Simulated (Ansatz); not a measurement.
H9NSi3: structure from calculated spectroscopic constants

These gas-phase data were calculated for one isomer of H9NSi3 at PBE0-D3(BJ)/def2-SVP (harmonic, unscaled wavenumbers; equilibrium rotational constants with average atomic masses):

- rotational constants: 4.648, 1.795, 1.358 GHz
- all wavenumbers above 1500 cm⁻¹: 3600, 2246, 2236, 2229, 2227, 2220, 2210, 2201, 2187

Candidates:

(1) `[SiH3]N[SiH2][SiH3]`, a singlet
(2) `[SiH3]N([SiH3])[SiH3]`, a singlet

**Question.** Which structure fits?

**Answer.** Candidate (1). The band at 3600 cm⁻¹ lies where the N–H stretch is expected; (2) has no mode between 3250 and 3800 cm⁻¹.

The same quantities for all candidates:

```
     rotational constants (GHz)                           wavenumbers above 1500 cm⁻¹  E above the lowest, PBE0-D3(BJ)/def2-SVP (kcal/mol)
(1)         4.648, 1.795, 1.358  3600, 2246, 2236, 2229, 2227, 2220, 2210, 2201, 2187                                                  9.4
(2)          3.04, 3.039, 1.605  2240, 2237, 2237, 2229, 2228, 2226, 2226, 2226, 2226                                                  0.0
```

Harmonic stretches to hydrogen usually lie a few per cent above observed fundamentals. Each candidate is one conformer. Programs: Ansatz 0.2.0.
